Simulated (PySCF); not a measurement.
Geometry:
```json
{"atom": "O1", "x (Å)": "3.016", "y (Å)": "-1.462", "z (Å)": "0.334"}
{"atom": "C2", "x (Å)": "2.456", "y (Å)": "-0.409", "z (Å)": "0.154"}
{"atom": "C3", "x (Å)": "1.002", "y (Å)": "-0.294", "z (Å)": "0.081"}
{"atom": "C4", "x (Å)": "0.393", "y (Å)": "0.935", "z (Å)": "-0.132"}
{"atom": "C5", "x (Å)": "-0.979", "y (Å)": "1.085", "z (Å)": "-0.206"}
{"atom": "Cl6", "x (Å)": "-1.625", "y (Å)": "2.670", "z (Å)": "-0.476"}
{"atom": "C7", "x (Å)": "-1.869", "y (Å)": "0.023", "z (Å)": "-0.075"}
{"atom": "C8", "x (Å)": "-1.461", "y (Å)": "-1.272", "z (Å)": "0.142"}
{"atom": "P9", "x (Å)": "0.180", "y (Å)": "-1.831", "z (Å)": "0.289"}
{"atom": "H10", "x (Å)": "3.020", "y (Å)": "0.535", "z (Å)": "0.032"}
{"atom": "H11", "x (Å)": "1.019", "y (Å)": "1.811", "z (Å)": "-0.244"}
{"atom": "H12", "x (Å)": "-2.927", "y (Å)": "0.238", "z (Å)": "-0.148"}
{"atom": "H13", "x (Å)": "-2.230", "y (Å)": "-2.029", "z (Å)": "0.231"}
```

Level of theory: GFN2-xTB structure, σ from GIAO-PBE0/pcSseg-1, in PySCF 2.14.0 with density-fitted response routines (isolated molecule, single conformer, non-relativistic).

References, each an isolated molecule treated in the same way: TMS for $^{13}$C.

**Question.** Do the $^{13}$C shifts follow the atomic charges (in e)? Tabulate both.

**Answer.** 
```csv
atoms,hybridisation,δ (ppm),σ para (ppm),Hirshfeld,IAO,Mulliken,ESP-fitted
C2,sp2,196.5,-253,+0.11,+0.25,+0.37,+0.30
C3,sp2,176.3,-256,-0.07,-0.27,-0.59,+0.28
C8,sp2,170.1,-247,-0.10,-0.37,-0.38,-0.01
C5,sp2,148.2,-216,+0.02,-0.00,-0.27,+0.19
C4,sp2,144.8,-210,-0.04,-0.13,+0.15,-0.45
C7,sp2,143.4,-207,-0.04,-0.13,+0.08,-0.26
```

Correlation coefficients of δ with charge over these carbons: Hirshfeld +0.41, IAO +0.31, Mulliken +0.04, ESP-fitted +0.73; with the paramagnetic shielding -0.93. With so few points these coefficients are fragile. Charge is one influence among several: hybridisation and low-lying excitations act through the paramagnetic term.

Carbons that carry Cl, above all several Cl atoms, come out too deshielded, partly because spin–orbit coupling is missing. Shifts are as computed. Against solution values, carbons near 30 ppm lie about +3 ppm off and those near 130 ppm about +5 ppm; carbons on Cl a further +6 ppm. Of 1211 compounds with measured shifts, 218 miss one by over three times the rms of a fit or turn the order of signals round; such compounds aren't used in these exercises.
